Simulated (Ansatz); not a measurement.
A short molecular-dynamics run on H₄SiZn.

```yaml
crystal:
  periodic: [false, false, false]
  atoms:
    - {symbol: Si, position_ang: [0.113852, -0.527980, -0.359430]}
    - {symbol: Zn, position_ang: [-0.527203, 2.576109, 1.750992]}
    - {symbol: H, position_ang: [0.363629, -1.739134, -1.183868]}
    - {symbol: H, position_ang: [-1.306872, -0.506742, 0.071920]}
    - {symbol: H, position_ang: [0.405119, 0.686606, -1.162495]}
    - {symbol: H, position_ang: [0.993574, -0.552858, 0.836581]}
basis:
  gaussian: {orbitals: def2-SVP}
hamiltonian: {xc: {name: r2SCAN}, dispersion: d3bj}
md: {timestep: 1 fs, n_steps: 50, ensemble: nvt_langevin, temperature: 1500, initial_velocities: maxwell_boltzmann, friction: 0.01, seed: 446}
```

```sh
$ ansatz run in.yaml --threads 2 --pin off --events-out ev --progress --plain --max-ram 4352MiB
```

| step | time (fs) | potential energy (eV) | kinetic (eV) | T (K) | conserved (eV) |
| --- | --- | --- | --- | --- | --- |
| 0 | 0.0 | -56350.9267 | 0.9695 | 1250 | – |
| 1 | 1.0 | -56350.8740 | 0.9044 | 1166 | – |
| 2 | 2.0 | -56350.7213 | 0.7727 | 996 | – |
| 3 | 3.0 | -56350.5501 | 0.5485 | 707 | – |
| 4 | 4.0 | -56350.4239 | 0.4498 | 580 | – |
| 5 | 5.0 | -56350.3855 | 0.4127 | 532 | – |
| 6 | 6.0 | -56350.4380 | 0.4364 | 563 | – |
| 7 | 7.0 | -56350.5380 | 0.6056 | 781 | – |
| 8 | 8.0 | -56350.6146 | 0.8049 | 1038 | – |
| 9 | 9.0 | -56350.5810 | 0.7921 | 1021 | – |
| 10 | 10.0 | -56350.4497 | 0.6078 | 784 | – |
| 11 | 11.0 | -56350.3350 | 0.5377 | 693 | – |
| 12 | 12.0 | -56350.3471 | 0.5222 | 673 | – |
| 13 | 13.0 | -56350.4973 | 0.6369 | 821 | – |
| 14 | 14.0 | -56350.6756 | 0.8903 | 1148 | – |
| 15 | 15.0 | -56350.7321 | 0.8905 | 1148 | – |
| 16 | 16.0 | -56350.6647 | 0.9025 | 1164 | – |
| 17 | 17.0 | -56350.5587 | 0.8924 | 1151 | – |
| 18 | 18.0 | -56350.4625 | 0.8549 | 1102 | – |
| 19 | 19.0 | -56350.4040 | 0.7450 | 961 | – |
| 20 | 20.0 | -56350.4013 | 0.8055 | 1039 | – |
| 21 | 21.0 | -56350.4547 | 0.7992 | 1031 | – |
| 22 | 22.0 | -56350.5533 | 0.8875 | 1144 | – |
| 23 | 23.0 | -56350.6423 | 0.9641 | 1243 | – |
| 24 | 24.0 | -56350.6627 | 0.9547 | 1231 | – |
| 25 | 25.0 | -56350.5915 | 0.8555 | 1103 | – |
| 26 | 26.0 | -56350.4705 | 0.7663 | 988 | – |
| 27 | 27.0 | -56350.3909 | 0.7571 | 976 | – |
| 28 | 28.0 | -56350.4210 | 0.7434 | 959 | – |
| 29 | 29.0 | -56350.5262 | 0.7677 | 990 | – |
| 30 | 30.0 | -56350.6193 | 0.7557 | 974 | – |
| 31 | 31.0 | -56350.6432 | 0.7736 | 997 | – |
| 32 | 32.0 | -56350.6074 | 0.7096 | 915 | – |
| 33 | 33.0 | -56350.5431 | 0.5863 | 756 | – |
| 34 | 34.0 | -56350.4959 | 0.5896 | 760 | – |
| 35 | 35.0 | -56350.5033 | 0.5507 | 710 | – |
| 36 | 36.0 | -56350.5775 | 0.5660 | 730 | – |
| 37 | 37.0 | -56350.6854 | 0.6181 | 797 | – |
| 38 | 38.0 | -56350.7490 | 0.7015 | 905 | – |
| 39 | 39.0 | -56350.7143 | 0.6330 | 816 | – |
| 40 | 40.0 | -56350.5985 | 0.5827 | 751 | – |
| 41 | 41.0 | -56350.4695 | 0.5344 | 689 | – |
| 42 | 42.0 | -56350.3932 | 0.5018 | 647 | – |
| 43 | 43.0 | -56350.3818 | 0.4615 | 595 | – |
| 44 | 44.0 | -56350.4003 | 0.5278 | 681 | – |
| 45 | 45.0 | -56350.3976 | 0.5040 | 650 | – |
| 46 | 46.0 | -56350.3624 | 0.4879 | 629 | – |
| 47 | 47.0 | -56350.3204 | 0.4001 | 516 | – |
| 48 | 48.0 | -56350.2950 | 0.3249 | 419 | – |
| 49 | 49.0 | -56350.3057 | 0.2811 | 362 | – |
| 50 | 50.0 | -56350.3844 | 0.3801 | 490 | – |

Velocities are drawn at the set temperature; a run this short doesn't reach equilibrium.

Frames (Å, forces in eV/Å):

```xyz
6
time=0.0 fs
Si    0.114   -0.528   -0.359   -0.008    0.038    0.026
Zn   -0.527    2.576    1.751    0.006   -0.031   -0.021
H     0.364   -1.739   -1.184    0.022   -0.106   -0.072
H    -1.307   -0.507    0.072   -0.121    0.000    0.036
H     0.405    0.687   -1.162    0.025    0.102   -0.069
H     0.994   -0.553    0.837    0.075   -0.003    0.101
6
time=1.0 fs
Si    0.116   -0.525   -0.366    0.898   -0.076   -0.015
Zn   -0.530    2.575    1.754    0.008   -0.033   -0.022
H     0.386   -1.780   -1.195   -0.183    0.518    0.201
H    -1.291   -0.505    0.097   -0.163   -0.022    0.050
H     0.388    0.737   -1.192   -0.060   -0.588    0.383
H     1.062   -0.617    0.846   -0.499    0.201   -0.598
6
time=2.0 fs
Si    0.118   -0.523   -0.372    1.563   -0.265   -0.075
Zn   -0.532    2.574    1.758    0.009   -0.036   -0.022
H     0.413   -1.816   -1.205   -0.374    0.994    0.389
H    -1.274   -0.506    0.124   -0.203   -0.042    0.045
H     0.371    0.781   -1.218   -0.093   -1.082    0.706
H     1.119   -0.682    0.853   -0.903    0.430   -1.042
6
time=3.0 fs
Si    0.121   -0.519   -0.377    1.944   -0.503   -0.103
Zn   -0.534    2.572    1.762    0.011   -0.038   -0.023
H     0.437   -1.841   -1.213   -0.525    1.312    0.484
H    -1.260   -0.508    0.149   -0.201   -0.055    0.025
H     0.355    0.815   -1.232   -0.082   -1.367    0.887
H     1.163   -0.746    0.851   -1.147    0.651   -1.271
6
time=4.0 fs
Si    0.125   -0.514   -0.381    2.126   -0.684   -0.107
Zn   -0.536    2.570    1.767    0.012   -0.039   -0.022
H     0.456   -1.853   -1.214   -0.629    1.462    0.482
H    -1.248   -0.512    0.171   -0.167   -0.057   -0.001
H     0.344    0.839   -1.239   -0.067   -1.517    0.976
H     1.198   -0.799    0.836   -1.275    0.835   -1.328
6
time=5.0 fs
Si    0.130   -0.510   -0.386    2.098   -0.823   -0.016
Zn   -0.538    2.568    1.771    0.013   -0.040   -0.022
H     0.468   -1.849   -1.210   -0.686    1.448    0.387
H    -1.237   -0.519    0.194   -0.083   -0.047   -0.049
H     0.334    0.846   -1.238   -0.039   -1.514    0.970
H     1.223   -0.840    0.808   -1.303    0.975   -1.270
6
time=6.0 fs
Si    0.136   -0.507   -0.391    1.848   -0.966    0.248
Zn   -0.540    2.565    1.775    0.014   -0.039   -0.021
H     0.475   -1.831   -1.198   -0.698    1.275    0.193
H    -1.228   -0.529    0.218    0.056   -0.039   -0.121
H     0.321    0.836   -1.222    0.026   -1.305    0.823
H     1.239   -0.870    0.771   -1.246    1.074   -1.123
6
time=7.0 fs
Si    0.143   -0.504   -0.397    1.454   -1.147    0.671
Zn   -0.543    2.564    1.779    0.014   -0.037   -0.019
H     0.476   -1.803   -1.182   -0.668    0.938   -0.098
H    -1.219   -0.536    0.236    0.184   -0.034   -0.186
H     0.310    0.810   -1.194    0.113   -0.841    0.514
H     1.244   -0.889    0.725   -1.098    1.121   -0.882
6
time=8.0 fs
Si    0.150   -0.501   -0.404    0.900   -1.387    1.265
Zn   -0.546    2.562    1.784    0.015   -0.036   -0.018
H     0.471   -1.765   -1.161   -0.581    0.371   -0.533
H    -1.208   -0.546    0.251    0.263   -0.018   -0.227
H     0.303    0.769   -1.161    0.222   -0.043    0.020
H     1.241   -0.900    0.670   -0.818    1.112   -0.507
6
time=9.0 fs
Si    0.157   -0.498   -0.410    0.201   -1.563    2.041
Zn   -0.549    2.559    1.790    0.015   -0.033   -0.017
H     0.458   -1.723   -1.135   -0.423   -0.458   -1.125
H    -1.193   -0.564    0.269    0.303    0.019   -0.245
H     0.295    0.729   -1.128    0.329    1.000   -0.612
H     1.239   -0.895    0.611   -0.425    1.035   -0.041
6
time=10.0 fs
Si    0.163   -0.496   -0.415   -0.536   -1.548    2.721
Zn   -0.551    2.556    1.797    0.015   -0.031   -0.016
H     0.440   -1.684   -1.118   -0.243   -1.363   -1.729
H    -1.179   -0.584    0.282    0.329    0.064   -0.239
H     0.290    0.699   -1.101    0.393    1.997   -1.202
H     1.241   -0.875    0.553    0.041    0.881    0.465
6
time=11.0 fs
Si    0.169   -0.495   -0.418   -1.235   -1.224    2.829
Zn   -0.554    2.554    1.803    0.016   -0.030   -0.015
H     0.423   -1.657   -1.120   -0.131   -1.993   -2.139
H    -1.168   -0.600    0.289    0.359    0.100   -0.217
H     0.289    0.688   -1.088    0.378    2.484   -1.486
H     1.245   -0.846    0.495    0.615    0.662    1.029
6
time=12.0 fs
Si    0.176   -0.495   -0.421   -1.700   -0.639    2.201
Zn   -0.558    2.552    1.808    0.016   -0.030   -0.015
H     0.410   -1.648   -1.139   -0.136   -2.048   -2.188
H    -1.156   -0.614    0.298    0.393    0.128   -0.200
H     0.292    0.706   -1.089    0.268    2.134   -1.298
H     1.258   -0.815    0.441    1.159    0.455    1.500
6
time=13.0 fs
Si    0.182   -0.495   -0.424   -1.642   -0.161    1.218
Zn   -0.561    2.550    1.813    0.017   -0.030   -0.014
H     0.401   -1.656   -1.175   -0.228   -1.509   -1.818
H    -1.142   -0.627    0.309    0.433    0.160   -0.199
H     0.300    0.745   -1.105    0.102    1.193   -0.784
H     1.287   -0.785    0.404    1.318    0.346    1.597
6
time=14.0 fs
Si    0.188   -0.495   -0.426   -1.076   -0.025    0.251
Zn   -0.564    2.546    1.817    0.017   -0.030   -0.015
H     0.398   -1.678   -1.231   -0.346   -0.590   -1.117
H    -1.128   -0.645    0.326    0.497    0.200   -0.237
H     0.312    0.797   -1.133   -0.084    0.115   -0.183
H     1.333   -0.750    0.384    0.992    0.329    1.300
6
time=15.0 fs
Si    0.193   -0.495   -0.428   -0.347    0.001   -0.547
Zn   -0.566    2.543    1.821    0.018   -0.032   -0.016
H     0.398   -1.706   -1.296   -0.438    0.291   -0.371
H    -1.112   -0.667    0.347    0.567    0.245   -0.297
H     0.326    0.855   -1.167   -0.257   -0.830    0.355
H     1.387   -0.715    0.373    0.456    0.325    0.876
6
time=16.0 fs
Si    0.198   -0.497   -0.429    0.330    0.005   -1.125
Zn   -0.569    2.541    1.824    0.019   -0.033   -0.017
H     0.396   -1.727   -1.368   -0.470    0.932    0.268
H    -1.090   -0.689    0.368    0.565    0.273   -0.324
H     0.339    0.906   -1.193   -0.388   -1.451    0.712
H     1.438   -0.675    0.368   -0.055    0.274    0.486
6
time=17.0 fs
Si    0.206   -0.499   -0.430    1.008    0.021   -1.521
Zn   -0.572    2.539    1.828    0.019   -0.035   -0.018
H     0.387   -1.738   -1.440   -0.435    1.328    0.767
H    -1.052   -0.714    0.385    0.382    0.277   -0.249
H     0.350    0.943   -1.201   -0.485   -1.758    0.875
H     1.485   -0.630    0.369   -0.488    0.167    0.145
6
time=18.0 fs
Si    0.216   -0.502   -0.431    1.623    0.084   -1.789
Zn   -0.576    2.537    1.832    0.019   -0.037   -0.018
H     0.378   -1.736   -1.507   -0.371    1.533    1.132
H    -1.006   -0.740    0.399    0.105    0.253   -0.112
H     0.360    0.961   -1.197   -0.560   -1.859    0.915
H     1.526   -0.580    0.374   -0.816    0.027   -0.127
6
time=19.0 fs
Si    0.225   -0.505   -0.435    2.113    0.207   -1.983
Zn   -0.580    2.535    1.835    0.019   -0.038   -0.019
H     0.373   -1.721   -1.565   -0.307    1.591    1.389
H    -0.960   -0.760    0.410   -0.193    0.193    0.052
H     0.362    0.962   -1.187   -0.605   -1.825    0.887
H     1.557   -0.529    0.379   -1.028   -0.127   -0.326
6
time=20.0 fs
Si    0.233   -0.509   -0.439    2.516    0.366   -2.105
Zn   -0.583    2.532    1.839    0.019   -0.039   -0.020
H     0.367   -1.688   -1.615   -0.241    1.511    1.552
H    -0.914   -0.775    0.421   -0.525    0.102    0.245
H     0.357    0.945   -1.175   -0.633   -1.649    0.803
H     1.576   -0.475    0.385   -1.137   -0.290   -0.475
6
time=21.0 fs
Si    0.241   -0.513   -0.444    2.687    0.486   -2.019
Zn   -0.586    2.528    1.843    0.018   -0.039   -0.020
H     0.361   -1.639   -1.650   -0.171    1.301    1.599
H    -0.873   -0.788    0.436   -0.736    0.020    0.359
H     0.346    0.914   -1.160   -0.646   -1.318    0.659
H     1.585   -0.422    0.391   -1.153   -0.449   -0.578
6
time=22.0 fs
Si    0.250   -0.518   -0.450    2.523    0.479   -1.544
Zn   -0.588    2.525    1.847    0.018   -0.039   -0.020
H     0.348   -1.580   -1.666   -0.075    0.948    1.466
H    -0.845   -0.802    0.455   -0.714   -0.010    0.312
H     0.327    0.872   -1.141   -0.640   -0.791    0.431
H     1.588   -0.376    0.392   -1.112   -0.587   -0.644
6
time=23.0 fs
Si    0.259   -0.522   -0.458    2.087    0.268   -0.679
Zn   -0.590    2.522    1.852    0.017   -0.037   -0.020
H     0.329   -1.515   -1.668    0.042    0.447    1.119
H    -0.822   -0.821    0.479   -0.540    0.007    0.140
H     0.302    0.822   -1.119   -0.634    0.007    0.092
H     1.583   -0.337    0.387   -0.972   -0.691   -0.654
6
time=24.0 fs
Si    0.268   -0.527   -0.466    1.530   -0.091    0.455
Zn   -0.593    2.519    1.857    0.017   -0.036   -0.019
H     0.315   -1.450   -1.657    0.147   -0.208    0.517
H    -0.803   -0.842    0.499   -0.362    0.024   -0.042
H     0.269    0.770   -1.097   -0.648    1.047   -0.345
H     1.567   -0.311    0.373   -0.683   -0.736   -0.566
6
time=25.0 fs
Si    0.276   -0.531   -0.474    0.870   -0.290    1.769
Zn   -0.595    2.515    1.862    0.016   -0.035   -0.018
H     0.306   -1.389   -1.639    0.239   -1.003   -0.374
H    -0.790   -0.861    0.517   -0.151    0.038   -0.247
H     0.223    0.732   -1.074   -0.702    2.009   -0.735
H     1.542   -0.294    0.354   -0.272   -0.719   -0.395
6
time=26.0 fs
Si    0.285   -0.536   -0.481    0.086   -0.064    2.918
Zn   -0.597    2.511    1.868    0.015   -0.034   -0.017
H     0.298   -1.342   -1.619    0.313   -1.793   -1.398
H    -0.779   -0.889    0.537    0.086    0.083   -0.488
H     0.172    0.716   -1.058   -0.784    2.448   -0.881
H     1.512   -0.279    0.332    0.283   -0.641   -0.133
6
time=27.0 fs
Si    0.294   -0.539   -0.489   -0.802    0.298    3.277
Zn   -0.600    2.508    1.873    0.015   -0.034   -0.017
H     0.297   -1.318   -1.614    0.364   -2.207   -2.010
H    -0.765   -0.923    0.553    0.269    0.136   -0.690
H     0.120    0.719   -1.051   -0.817    2.302   -0.783
H     1.479   -0.268    0.310    0.972   -0.495    0.223
6
time=28.0 fs
Si    0.304   -0.543   -0.494   -1.664    0.590    2.647
Zn   -0.604    2.504    1.879    0.014   -0.034   -0.017
H     0.298   -1.316   -1.631    0.399   -2.058   -1.874
H    -0.748   -0.954    0.563    0.367    0.161   -0.816
H     0.061    0.735   -1.051   -0.715    1.652   -0.486
H     1.452   -0.264    0.297    1.598   -0.311    0.547
6
time=29.0 fs
Si    0.313   -0.547   -0.498   -2.314    0.798    1.401
Zn   -0.608    2.500    1.884    0.014   -0.035   -0.017
H     0.300   -1.331   -1.668    0.424   -1.490   -1.141
H    -0.729   -0.981    0.566    0.385    0.151   -0.856
H    -0.003    0.763   -1.058   -0.454    0.728   -0.089
H     1.439   -0.268    0.293    1.944   -0.153    0.701
6
time=30.0 fs
Si    0.320   -0.550   -0.501   -2.588    0.954    0.137
Zn   -0.612    2.496    1.888    0.015   -0.036   -0.018
H     0.304   -1.360   -1.716    0.434   -0.759   -0.191
H    -0.709   -1.003    0.562    0.347    0.123   -0.821
H    -0.066    0.801   -1.065   -0.106   -0.203    0.281
H     1.448   -0.279    0.295    1.898   -0.079    0.613
6
time=31.0 fs
Si    0.326   -0.552   -0.503   -2.438    1.081   -0.829
Zn   -0.617    2.492    1.891    0.015   -0.037   -0.018
H     0.315   -1.394   -1.764    0.412   -0.100    0.624
H    -0.684   -1.025    0.548    0.214    0.062   -0.676
H    -0.121    0.844   -1.064    0.227   -0.941    0.535
H     1.473   -0.296    0.297    1.570   -0.066    0.363
6
time=32.0 fs
Si    0.330   -0.554   -0.506   -1.895    1.120   -1.444
Zn   -0.621    2.488    1.894    0.016   -0.038   -0.018
H     0.333   -1.430   -1.812    0.359    0.422    1.238
H    -0.656   -1.047    0.525   -0.003   -0.038   -0.439
H    -0.169    0.876   -1.055    0.481   -1.383    0.651
H     1.509   -0.319    0.301    1.042   -0.083    0.012
6
time=33.0 fs
Si    0.333   -0.556   -0.511   -1.068    1.122   -1.733
Zn   -0.624    2.485    1.897    0.016   -0.038   -0.019
H     0.354   -1.462   -1.853    0.294    0.782    1.624
H    -0.631   -1.069    0.497   -0.260   -0.167   -0.146
H    -0.206    0.892   -1.042    0.650   -1.587    0.675
H     1.554   -0.344    0.310    0.367   -0.112   -0.402
6
time=34.0 fs
Si    0.336   -0.557   -0.516   -0.198    1.094   -1.930
Zn   -0.627    2.480    1.899    0.016   -0.038   -0.018
H     0.378   -1.490   -1.872    0.229    1.001    1.775
H    -0.606   -1.091    0.461   -0.579   -0.344    0.244
H    -0.232    0.889   -1.024    0.737   -1.601    0.630
H     1.602   -0.366    0.311   -0.205   -0.112   -0.700
6
time=35.0 fs
Si    0.340   -0.558   -0.521    0.533    0.969   -2.009
Zn   -0.631    2.476    1.902    0.015   -0.038   -0.018
H     0.403   -1.513   -1.866    0.167    1.118    1.731
H    -0.582   -1.117    0.426   -0.868   -0.517    0.620
H    -0.246    0.869   -0.999    0.739   -1.450    0.517
H     1.644   -0.388    0.299   -0.587   -0.082   -0.841
6
time=36.0 fs
Si    0.342   -0.558   -0.526    1.028    0.579   -1.821
Zn   -0.633    2.472    1.905    0.015   -0.037   -0.017
H     0.428   -1.527   -1.843    0.108    1.135    1.551
H    -0.568   -1.143    0.402   -0.981   -0.600    0.815
H    -0.252    0.831   -0.971    0.640   -1.060    0.339
H     1.677   -0.414    0.278   -0.810   -0.017   -0.868
6
time=37.0 fs
Si    0.344   -0.557   -0.533    1.331   -0.151   -1.301
Zn   -0.635    2.468    1.907    0.015   -0.036   -0.015
H     0.452   -1.529   -1.806    0.054    1.029    1.225
H    -0.560   -1.166    0.389   -0.929   -0.586    0.827
H    -0.255    0.776   -0.944    0.405   -0.344    0.077
H     1.694   -0.445    0.252   -0.876    0.087   -0.812
6
time=38.0 fs
Si    0.345   -0.556   -0.539    1.569   -1.172   -0.477
Zn   -0.636    2.463    1.910    0.015   -0.035   -0.014
H     0.476   -1.523   -1.758    0.010    0.783    0.732
H    -0.557   -1.190    0.384   -0.762   -0.492    0.715
H    -0.259    0.713   -0.916    0.000    0.699   -0.264
H     1.703   -0.478    0.223   -0.833    0.217   -0.691
6
time=39.0 fs
Si    0.346   -0.554   -0.544    1.699   -2.270    0.597
Zn   -0.637    2.459    1.912    0.015   -0.034   -0.013
H     0.497   -1.512   -1.701    0.000    0.363    0.049
H    -0.559   -1.215    0.386   -0.504   -0.318    0.506
H    -0.266    0.652   -0.896   -0.529    1.894   -0.626
H     1.702   -0.512    0.192   -0.682    0.365   -0.512
6
time=40.0 fs
Si    0.348   -0.552   -0.549    1.492   -2.966    1.767
Zn   -0.638    2.456    1.915    0.015   -0.033   -0.013
H     0.518   -1.500   -1.642    0.029   -0.235   -0.801
H    -0.566   -1.242    0.396   -0.162   -0.070    0.202
H    -0.287    0.605   -0.884   -0.977    2.780   -0.889
H     1.694   -0.544    0.159   -0.397    0.523   -0.267
6
time=41.0 fs
Si    0.351   -0.551   -0.553    0.858   -2.861    2.644
Zn   -0.638    2.453    1.918    0.015   -0.032   -0.012
H     0.541   -1.490   -1.590    0.067   -0.884   -1.646
H    -0.575   -1.268    0.408    0.166    0.166   -0.083
H    -0.324    0.579   -0.879   -1.078    2.926   -0.940
H     1.685   -0.573    0.121   -0.028    0.685    0.037
6
time=42.0 fs
Si    0.354   -0.551   -0.557   -0.126   -1.961    3.014
Zn   -0.639    2.450    1.922    0.015   -0.031   -0.012
H     0.567   -1.487   -1.551    0.099   -1.417   -2.315
H    -0.580   -1.294    0.412    0.386    0.341   -0.256
H    -0.375    0.579   -0.885   -0.682    2.237   -0.753
H     1.682   -0.598    0.079    0.308    0.830    0.321
6
time=43.0 fs
Si    0.357   -0.550   -0.561   -1.154   -0.945    2.823
Zn   -0.640    2.447    1.925    0.015   -0.031   -0.011
H     0.591   -1.495   -1.531    0.077   -1.551   -2.531
H    -0.577   -1.322    0.411    0.521    0.486   -0.350
H    -0.433    0.603   -0.895    0.028    1.111   -0.441
H     1.686   -0.608    0.044    0.512    0.931    0.509
6
time=44.0 fs
Si    0.359   -0.551   -0.564   -1.847   -0.317    2.201
Zn   -0.641    2.443    1.928    0.015   -0.031   -0.011
H     0.609   -1.521   -1.529   -0.023   -1.213   -2.225
H    -0.569   -1.343    0.407    0.579    0.578   -0.373
H    -0.494    0.642   -0.910    0.763    0.005   -0.143
H     1.696   -0.598    0.021    0.513    0.978    0.551
6
time=45.0 fs
Si    0.361   -0.551   -0.567   -2.078   -0.151    1.381
Zn   -0.642    2.440    1.931    0.015   -0.031   -0.011
H     0.623   -1.558   -1.544   -0.169   -0.584   -1.611
H    -0.555   -1.353    0.400    0.554    0.591   -0.313
H    -0.553    0.685   -0.925    1.319   -0.803    0.068
H     1.712   -0.575    0.005    0.359    0.979    0.487
6
time=46.0 fs
Si    0.361   -0.551   -0.569   -1.952   -0.212    0.548
Zn   -0.643    2.438    1.934    0.015   -0.033   -0.013
H     0.636   -1.594   -1.571   -0.316    0.090   -0.932
H    -0.536   -1.354    0.391    0.453    0.524   -0.184
H    -0.601    0.723   -0.938    1.661   -1.307    0.199
H     1.729   -0.540   -0.008    0.139    0.938    0.383
6
time=47.0 fs
Si    0.360   -0.551   -0.571   -1.505   -0.250   -0.178
Zn   -0.646    2.435    1.937    0.015   -0.034   -0.015
H     0.652   -1.624   -1.604   -0.435    0.638   -0.350
H    -0.513   -1.348    0.379    0.268    0.362    0.030
H    -0.633    0.749   -0.948    1.819   -1.572    0.266
H     1.747   -0.495   -0.019   -0.161    0.856    0.247
6
time=48.0 fs
Si    0.358   -0.552   -0.574   -0.866   -0.189   -0.710
Zn   -0.648    2.434    1.939    0.015   -0.036   -0.017
H     0.666   -1.646   -1.637   -0.521    1.014    0.093
H    -0.490   -1.336    0.371    0.054    0.151    0.269
H    -0.646    0.760   -0.955    1.848   -1.676    0.285
H     1.768   -0.447   -0.025   -0.530    0.736    0.081
6
time=49.0 fs
Si    0.356   -0.553   -0.577   -0.328   -0.034   -0.981
Zn   -0.651    2.433    1.942    0.015   -0.037   -0.019
H     0.676   -1.651   -1.665   -0.562    1.178    0.350
H    -0.470   -1.327    0.372   -0.090   -0.007    0.424
H    -0.645    0.760   -0.960    1.801   -1.696    0.284
H     1.783   -0.397   -0.029   -0.836    0.595   -0.057
6
time=50.0 fs
Si    0.353   -0.554   -0.580    0.132    0.152   -1.074
Zn   -0.654    2.432    1.944    0.015   -0.037   -0.020
H     0.682   -1.641   -1.684   -0.567    1.184    0.466
H    -0.448   -1.318    0.379   -0.207   -0.153    0.544
H    -0.631    0.742   -0.960    1.665   -1.593    0.246
H     1.790   -0.344   -0.031   -1.036    0.448   -0.162
```

Hardware: 2 threads of an Arm Neoverse V2 on a shared host. Wall time 82 s, peak host memory 0.33 GiB.
